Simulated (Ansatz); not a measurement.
Basis sets compared for (H2B-mu-NMe2)2 (C4H16B2N2). Total charge 0; singlet. Geometry r2SCAN-D4/def2-SVP. Ansatz on 4 threads of Arm Neoverse V2 on a shared host; times are rough, and most runs start from earlier orbitals.

| atom | x (Å) | y (Å) | z (Å) |
| --- | --- | --- | --- |
| B1 | 0.409 | -0.226 | 0.996 |
| B2 | -0.415 | 0.216 | -0.996 |
| C3 | 2.172 | 0.081 | -0.882 |
| C4 | 0.944 | -1.988 | -0.832 |
| C5 | -0.933 | 1.987 | 0.827 |
| C6 | -2.178 | -0.071 | 0.886 |
| N7 | 0.905 | -0.557 | -0.498 |
| N8 | -0.906 | 0.554 | 0.498 |
| H9 | 0.124 | -1.240 | 1.609 |
| H10 | 1.183 | 0.518 | 1.573 |
| H11 | -0.138 | 1.226 | -1.618 |
| H12 | -1.189 | -0.536 | -1.563 |
| H13 | 2.141 | 1.148 | -0.631 |
| H14 | 2.339 | -0.023 | -1.967 |
| H15 | 3.013 | -0.385 | -0.341 |
| H16 | 1.094 | -2.123 | -1.916 |
| H17 | 1.766 | -2.484 | -0.289 |
| H18 | -0.003 | -2.461 | -0.546 |
| H19 | 0.017 | 2.452 | 0.538 |
| H20 | -1.752 | 2.488 | 0.284 |
| H21 | -1.080 | 2.127 | 1.911 |
| H22 | -2.156 | -1.140 | 0.640 |
| H23 | -2.343 | 0.039 | 1.971 |
| H24 | -3.016 | 0.399 | 0.344 |

Another isomer (singlet) lies 2.57 eV lower at PBE0-D4/def2-TZVP; other spin states weren't run for this one.

Binding counts from free atoms (B doublet, C triplet, N quartet, H doublet) in the same basis, without a counterpoise term.

| level | functions | energy (Eh) | HOMO (eV) | LUMO (eV) | binding per atom (eV) | wall time |
| --- | --- | --- | --- | --- | --- | --- |
| PBE-D4/def2-SVP | 192 | -320.6441 | -6.13 | 0.73 | 4.04 | 2.6 s |
| PBE0-D4/def2-SVP | 192 | -320.7105 | -7.48 | 1.61 | 4.00 | 3.7 s |

**Question.** Estimate the rows for PBE-D4/def2-TZVP (with forces), PBE0-D4/def2-TZVP.

**Answer.** 
| level | functions | energy (Eh) | HOMO (eV) | LUMO (eV) | binding per atom (eV) | wall time |
| --- | --- | --- | --- | --- | --- | --- |
| PBE-D4/def2-TZVP (with forces) | 344 | -320.9924 | -6.25 | 0.24 | 4.00 | 6.5 s |
| PBE0-D4/def2-TZVP | 344 | -321.0500 | -7.54 | 1.06 | 3.95 | 8 s |
